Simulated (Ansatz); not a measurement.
**The dipole moment down a group: Ti to Hf**

Gas-phase molecules, one atom swapped for its congeners: C11H13ClTi `[CH3][Ti]12345678([Cl])([CH]9[CH]1[CH]2[CH]3[CH]94)[CH]1[CH]5[CH]6[CH]7[CH]18`; C11H13ClZr `[CH3][Zr]12345678([Cl])([CH]9[CH]1[CH]2[CH]3[CH]94)[CH]1[CH]5[CH]6[CH]7[CH]18`; C11H13ClHf `[CH3][Hf]12345678([Cl])([CH]9[CH]1[CH]2[CH]3[CH]94)[CH]1[CH]5[CH]6[CH]7[CH]18`. All are singlets with charge 0.

Shapes, held fixed at every level: PBE0-D4/def2-TZVP. Programs: Ansatz 0.2.0. Values in D.

```
               level  C11H13ClTi  C11H13ClHf
   PBE-D4/def2-TZVPP        3.31        3.07
r2SCAN-D4/def2-TZVPP        3.48        3.23
 B3LYP-D4/def2-TZVPP        3.55        3.27
  wB97M-V/def2-TZVPP        3.66        3.38
```

Q: Estimate the column for C11H13ClZr from its neighbours.

A: The mean of the neighbours at wB97M-V/def2-TZVPP is 3.52 D, against 3.49 from the run. All rows: PBE-D4/def2-TZVPP 3.18; r2SCAN-D4/def2-TZVPP 3.33; B3LYP-D4/def2-TZVPP 3.39; wB97M-V/def2-TZVPP 3.49 D. At wB97M-V/def2-TZVPP the dipole moment falls at every step, from 3.66 to 3.38 D. Every level shows the same order. For atoms past krypton def2 sets carry core potentials with scalar relativity.
